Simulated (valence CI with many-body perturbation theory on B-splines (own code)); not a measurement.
# E1 transitions of Pd XVI

Calculated by valence CI with perturbative core correlation (CI+MBPT): three valence electrons over a frozen Dirac-Fock core [Ar] 3d10, a basis of 11 s, 11 p, 10 d, 8 f, 5 g, 2 h functions for each j, with the one-electron correlation potential Σ1, the two-electron term Σ2, the three-electron term Σ3, Breit, model QED; selected CI, second order for the rest, scaled by the run's own slope (own B-spline code, finite nucleus).

No measured spectrum was set against this ion. As an estimate, levels hold to about 250 cm⁻¹ or 0.2 % of their energy and the worst to 1 %, as in measured heavy ions of charge 2 to 7; those with d or f electrons hold less well.

Lines 151 to 200 of 551 in falling wavelength, among levels below 1736600 cm⁻¹, chosen from the strongest by gf and those to the six lowest levels. Wavelengths and rates use the calculated energies, so an error of 1000 cm⁻¹ moves a line at 25.81 nm by 0.26 % and its rate by three times that or more. Electric multipoles are in the length gauge with retardation, E1 and E2 with the static RPA response of the core. Weak lines are less certain than strong ones. Lines between different terms over intervals too small for the method are left out, as are lines whose strength nearly cancels. Where a level lies close to another of its J and parity, the split of strength between their lines is uncertain. The highest levels of a list are the least certain.

Names give the largest LS component (configuration and term), which can be under half, so a name can repeat, a term be missing and a line seem to break the LS rules; names also repeat where a configuration has a term twice. Letters in brackets count levels of one name in rising energy.

```
λ vac (nm)               Upper               Lower   A (s⁻¹)  S (a.u.)
     25.81       4p²4f ⁴G°_9/2   4s4p4f ⁴F_7/2 [a]  4.11e+09  3.49e-01
     25.81   4s4p5p ²D_3/2 [b]       4s²5p ²P°_1/2  5.15e+10  1.75e+00
     25.81         4p³ ²P°_3/2        4s4p² ²D_5/2  1.46e+10  4.94e-01
     25.76     4p³ ⁴S°_3/2 [a]        4s4p² ⁴P_1/2  7.81e+09  2.64e-01
     25.70  4s4p5s ²P°_3/2 [b]        4s²5s ²S_1/2  4.86e+10  1.63e+00
     25.65        4s4p² ²S_1/2       4s²4p ²P°_3/2  3.66e+10  6.09e-01
     25.62        4s4p² ²P_1/2       4s²4p ²P°_1/2  4.79e+10  7.94e-01
     25.59  4s4p4d ²P°_1/2 [b]        4s²4d ²D_3/2  3.94e+10  6.52e-01
     25.54  4s4p4d ²D°_3/2 [b]        4s²4d ²D_5/2  1.90e+10  6.26e-01
     25.53   4s4p4f ²D_3/2 [b]       4s²4f ²F°_5/2  4.85e+10  1.59e+00
     25.52     4p³ ⁴S°_3/2 [b]        4s4p² ⁴P_3/2  1.51e+10  4.95e-01
     25.49  4s4p4d ²P°_3/2 [b]        4s²4d ²D_5/2  2.37e+10  7.74e-01
     25.42   4s4p4f ²D_5/2 [b]       4s²4f ²F°_7/2  4.28e+10  2.08e+00
     25.25   4s4p4f ²F_5/2 [c]       4s²4f ²F°_5/2  2.53e+10  1.20e+00
     25.21   4s4p4f ²F_7/2 [b]       4s²4f ²F°_5/2  9.97e+09  6.31e-01
     25.21  4s4p4d ²D°_5/2 [c]        4s²4d ²D_5/2  3.33e+10  1.58e+00
     25.19   4s4p4f ²F_7/2 [b]       4s²4f ²F°_7/2  1.67e+10  1.05e+00
     25.15        4s4p² ²P_3/2       4s²4p ²P°_3/2  5.82e+10  1.83e+00
     24.99   4s4p4f ²G_9/2 [b]       4s²4f ²F°_7/2  4.98e+10  3.84e+00
     24.98  4s4p4d ²D°_3/2 [b]        4s²4d ²D_3/2  1.18e+10  3.63e-01
     24.94  4s4p4d ²P°_3/2 [b]        4s²4d ²D_3/2  2.34e+10  7.17e-01
     24.84      4p²4f ⁴G°_11/2       4s4p4f ⁴F_9/2  5.13e+09  4.65e-01
     24.68         4p³ ²P°_3/2        4s4p² ²D_3/2  2.76e+09  8.19e-02
     24.57   4s4p4f ²G_7/2 [c]       4s²4f ²F°_5/2  4.66e+10  2.73e+00
     24.54   4s4p4f ²G_7/2 [c]       4s²4f ²F°_7/2  7.79e+09  4.55e-01
     24.38   4p²4f ²G°_7/2 [a]    4p²4d ²D_5/2 [a]  4.94e+09  2.83e-01
     24.02      4s4p4d ⁴F°_3/2        4s4p² ²D_3/2  2.79e+09  7.64e-02
     23.78     4p³ ⁴S°_3/2 [b]        4s4p² ⁴P_1/2  5.48e+09  1.46e-01
     23.32        4s4d² ²G_9/2  4s4p4d ²F°_7/2 [b]  7.42e+09  4.64e-01
     22.60        4s4p² ²S_1/2       4s²4p ²P°_1/2  4.85e+09  5.53e-02
     22.35   4p²4f ²G°_7/2 [a]        4p²4d ²G_7/2  7.33e+09  3.23e-01
     22.27   4s4p4f ²F_7/2 [a]      4s4p4d ²F°_5/2  8.14e+09  3.55e-01
     22.22         4p³ ²P°_3/2        4s4p² ⁴P_5/2  1.63e+08  3.54e-03
     22.21        4s4p² ²P_3/2       4s²4p ²P°_1/2  1.14e+10  2.47e-01
     22.11        4s4d² ²D_3/2      4s4p4d ²F°_5/2  1.07e+10  2.28e-01
     21.69      4s4p4d ⁴P°_5/2        4s4p² ²D_3/2  6.23e+08  1.88e-02
     21.69      4s4p4d ⁴F°_3/2        4s4p² ⁴P_5/2  2.14e+08  4.32e-03
     21.66    4p²4d ²P_3/2 [a]         4p³ ²D°_5/2  1.31e+10  2.63e-01
     21.49  4s4p4d ²P°_3/2 [a]        4s4p² ²P_3/2  1.37e+10  2.69e-01
     21.42      4s4p4d ⁴D°_3/2        4s4p² ²D_3/2  5.14e+09  9.98e-02
     21.41        4s²5d ²D_5/2       4s²4f ²F°_7/2  9.69e+09  2.81e-01
     21.38   4p4d² ⁴G°_9/2 [a]        4p²4d ⁴F_9/2  6.06e+09  2.92e-01
     21.28         4p³ ²P°_3/2        4s4p² ⁴P_3/2  2.41e+09  4.59e-02
     21.22      4s4p4d ⁴F°_5/2        4s4p² ⁴P_5/2  2.64e+09  7.48e-02
     21.10   4s4p4f ²F_7/2 [a]  4s4p4d ²F°_7/2 [a]  1.32e+10  4.90e-01
     21.01       4p4d² ⁴D°_5/2        4p²4d ²G_7/2  8.85e+09  2.43e-01
     20.90  4s4p4d ²D°_5/2 [a]        4s4p² ²D_5/2  8.04e+09  2.17e-01
     20.84   4s4p4f ²F_5/2 [b]      4s4p4d ²F°_5/2  3.38e+10  9.06e-01
     20.79      4s4p4d ⁴F°_3/2        4s4p² ⁴P_3/2  6.81e+08  1.21e-02
     20.77   4p4d² ⁴G°_5/2 [b]    4p²4d ²F_7/2 [a]  1.06e+10  2.82e-01
```
